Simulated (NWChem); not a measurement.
Species: CH₃CdF; SMILES [CH3][Cd][F]

```xyz
6

Cd    -0.4818     0.2048     0.0002
F     -0.0523     2.0935     0.0003
C     -0.9437    -1.8244     0.0002
H     -0.0220    -2.4194    -0.0650
H     -1.5845    -2.0642    -0.8599
H     -1.4744    -2.0893     0.9255
```
Atoms are numbered in this order, from 1.

Coordinates come from a PBE0/def2-SVP optimisation. def2 effective core potentials on Cd; no spin-orbit coupling.

Question: List the 4 lowest vertical singlet excitations from B3LYP/def2-SVP with def2 effective core potentials on Cd, full TDDFT (NWChem).

Answer: 
```tsv
state	energy (eV)	oscillator strength	leading excitation (squared amplitude)
S1	6.38	0.012	HOMO−1 → LUMO (0.98)
S2	6.38	0.012	HOMO−2 → LUMO (0.98)
S3	6.83	0.272	HOMO → LUMO (0.79)
S4	6.92	0.078	HOMO → LUMO+1 (0.95)
```
